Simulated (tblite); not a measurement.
C6H4ClO2 (doublet state).
Z-matrix (Å and degrees, GFN2-xTB geometry), rows numbered from 1:
```
O 
C   1  1.3523
C   2  1.3953  1  120.46
C   3  1.3605  2  118.02  1   179.99
C   4  1.3615  3  125.09  2     0.00
Cl  5  1.7268  4  123.19  3   179.99
C   5  1.3975  4  117.38  3    -0.01
C   7  1.3828  5  119.69  4    -0.02
O   8  1.3739  2  116.12  1     0.07
H   1  0.9680  2  108.03  3   179.94
H   3  1.0776  2  119.19  1    -0.04
H   7  1.0807  5  119.45  4  -179.99
H   9  0.9631  8  109.69  2   179.81
```

Level: GFN2-xTB in tblite, geometry and Hessian alike; calculated harmonic values, unscaled, isolated species. This tight-binding method is rough: wavenumbers can miss measured ones by several per cent, in bad cases by 10 to 20. One conformer, not necessarily the lowest. Open shells enter through the occupations alone, without spin polarisation, and single modes of such species can be off by tens of per cent.

Harmonic wavenumbers (cm⁻¹): 109.8, 212.3, 218.7, 283.2, 332.3, 345.5, 370.7, 404.9, 452.6, 471.8, 508.7, 552.2, 608.5, 636.6, 802.7, 806.5, 825.7, 844.2, 1085.3, 1103.9, 1129.8, 1155.2, 1225.1, 1270.3, 1327.4, 1413.6, 1461.7, 1527.9, 1601.2, 3069.5, 3105.3, 3471.4, 3548.7.

A = 3272, B = 874.6, C = 690.2 MHz; mass 142.990 u (most abundant isotopes); point group Cs, symmetry number 1; spin multiplicity 2.

Zero-point energy?

½Σν̃ = 18142 cm⁻¹ = 217.02 kJ/mol.

Entropy at 500 K, 1 bar (ideal gas, RRHO, classical rotation)?

Translation 181.50, rotation 129.78, vibration 142.40, spin (R ln 2) 5.76: S = 459.4 J/(mol K).

And Cp and H(500 K) − H(0)?

Cp = 190.90 J/(mol K), of which vibrations give 157.64 (their classical limit is 33 R = 274.4); H(500 K) − H(0) = 57.30 kJ/mol without the zero-point energy, 40.67 from vibrations.

What must be added to the electronic energy to get the Gibbs energy at 500 K and 1 bar?

ZPE + [H(500 K) − H(0)] − T·S = 217.02 + 57.30 − 229.72 = 44.60 kJ/mol.

How do the functions run with temperature in this model?

```tsv
T (K)	S (J/(mol K))	Cp (J/(mol K))	H − H(0) (kJ/mol)	G − H(0) (kJ/mol)	ln q(vib)
150	301.6	79.6	7.51	-37.73	0.94
250	352.1	120.2	17.57	-70.46	2.54
298.15	374.8	137.0	23.77	-87.97	3.42
400	419.4	167.5	39.33	-128.45	5.38
600	495.9	209.0	77.33	-220.22	9.28
900	588.0	243.7	145.80	-383.38	14.75
```

q(vib) and H(0) count from the zero-point level.

Which modes carry the vibrational entropy at 500 K?

109.8 cm⁻¹: 17.93; 212.3 cm⁻¹: 12.54; 218.7 cm⁻¹: 12.30; 283.2 cm⁻¹: 10.24; 332.3 cm⁻¹: 9.00; 345.5 cm⁻¹: 8.70 J/(mol K); the other 27 give 71.69 together.

Hindered rotation and anharmonicity are outside this model. Other conformers, if any are populated, would add a mixing term that is left out.
